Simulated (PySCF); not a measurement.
Deuteron quadrupole couplings in `C/C(F)=C1C=C\1F`

Species: C5H4F2.
Numbering: `[CH3:1]/[C:2]([F:3])=[C:4]1[CH:5]=[C:6]\1[F:7]` (hydrogens: H8, H9, H10 on C1; H11 on C5)

Structure used (GFN2-xTB), in Å, numbered top down from 1:
```
atom  x, y, z in Å
C1    -1.783    0.324    0.094
C2    -0.597   -0.548   -0.147
F3    -0.923   -1.834   -0.490
C4     0.668   -0.219   -0.065
C5     1.757    0.752    0.191
C6     2.086   -0.477   -0.142
F7     3.028   -1.348   -0.384
H8    -2.408    0.358   -0.797
H9    -1.457    1.327    0.345
H10   -2.382   -0.078    0.910
H11    2.017    1.745    0.459
```

Level: PBE0/pcSseg-1 (PySCF, non-relativistic); Q(2H) = 0.00286 b; rigid geometry, the same for H and D, with no vibrational averaging.

Question: Rank these positions by the coupling χzz of a deuteron there, largest first.
A. H8 (methyl hydrogen)
B. H11 (vinylic hydrogen)
C. H9 (methyl hydrogen)

Answer: B (248 kHz), C (215 kHz), A (209 kHz).

Give the electric field gradient Vzz (the principal value of largest size), its asymmetry and the 2H coupling at each hydrogen.

```
atom  bonded to  bond length (Å)  Vzz (au)     η  χzz (kHz)
  H8         C1            1.089    0.3103  0.02        209
  H9         C1            1.085    0.3197  0.04        215
 H10         C1            1.089    0.3101  0.02        208
 H11         C5            1.061    0.3687  0.03        248
```

Geometry: GFN2-xTB; no solvent, vibrations or thermal averaging. GFN2-xTB bond lengths can be off by several hundredths of an ångström, more for odd bonds, and the gradients follow them. With a basis this small, the couplings can be 20 % off.

The run behind these numbers computed NMR shieldings as well. Hardware: one thread of an Arm Neoverse N1, no GPU (shared host). Cost: 23 s wall, 0.66 GiB resident at most.
